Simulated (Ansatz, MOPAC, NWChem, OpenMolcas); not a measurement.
# How methods differ on InHCl (SMILES [Cl][InH])

InHCl, doublet, SMILES `[Cl][InH]`. Each level relaxes the structure for itself.

Each level gives the zero-point energy at each level's own minimum (kJ/mol). The values are calculated.

```tsv
level	kind	program	value (kJ/mol)
AM1	semi-empirical	MOPAC	12.4
MNDO	semi-empirical	MOPAC	13.9
PM3	semi-empirical	MOPAC	15.3
UHF/3-21G	Hartree–Fock	NWChem	14.7
U-r2SCAN0-D3(BJ)/6-31G*/LANL2DZ (density fitting with ahlrichs coulomb fitting, core potential, Cartesian functions)	hybrid meta-GGA	NWChem	13.7
UPBE0/def2-TZVP (core potential)	global hybrid	NWChem	13.7
UPBE0-D4/def2-TZVP (core potential)	global hybrid	Ansatz	13.7
UPBE0/def2-SVP (core potential)	global hybrid	OpenMolcas	13.4
```

All-electron rows without a relativistic Hamiltonian named are non-relativistic, while core potentials hold scalar relativity, so basis and relativity change together. Harmonic and unscaled. The values span 12.4 to 15.3 kJ/mol.
